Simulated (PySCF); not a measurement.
CH4BFO. Atoms are numbered in the order given.

```xyz
8

B     -0.5866    -0.7974     0.0000
H     -1.5648    -1.5003     0.0000
F      0.6321    -1.3508     0.0000
O     -0.7195     0.5401     0.0000
C      0.4096     1.4010     0.0000
H      1.0324     1.2406     0.8946
H      0.0421     2.4366     0.0000
H      1.0324     1.2406    -0.8946
```

Coordinates come from a ωB97X-D3(BJ)/def2-SVP optimisation. The geometry has at least one imaginary mode, so it is a saddle point at that level. Other conformers were not sampled.

Computed with PySCF with TDA-B3LYP/def2-SVPD.

Vertical excitations. The molecule is in vacuum. State labels are in the subgroup Cs.

```
state  symmetry  energy (eV)  λ (nm)      f                          main pairs
-----  --------  -----------  ------  -----  ----------------------------------
S1           A"         8.10     153  0.000                    HOMO−1→LUMO 95 %
S2           A"         8.39     148  0.009                    HOMO→LUMO+1 98 %
S3           A'         8.50     146  0.153                      HOMO→LUMO 93 %
S4           A"         8.70     142  0.039                    HOMO−2→LUMO 92 %
S5           A'         8.74     142  0.003                  HOMO−1→LUMO+1 97 %
S6           A"         9.33     133  0.038                    HOMO→LUMO+2 90 %
S7           A'         9.51     130  0.002                  HOMO−2→LUMO+1 96 %
S8           A'         9.68     128  0.043                  HOMO−1→LUMO+2 87 %
S9           A"         9.78     127  0.003                    HOMO→LUMO+3 92 %
S10          A"         9.96     125  0.004                    HOMO→LUMO+4 94 %
T1           A'         7.11     174      0                      HOMO→LUMO 96 %
T2           A"         7.61     163      0  HOMO−1→LUMO 63 %, HOMO−2→LUMO 34 %
T3           A"         7.94     156      0  HOMO−2→LUMO 63 %, HOMO−1→LUMO 34 %
T4           A"         8.23     151      0                    HOMO→LUMO+1 96 %
```
Triplets are in the Tamm–Dancoff approximation.
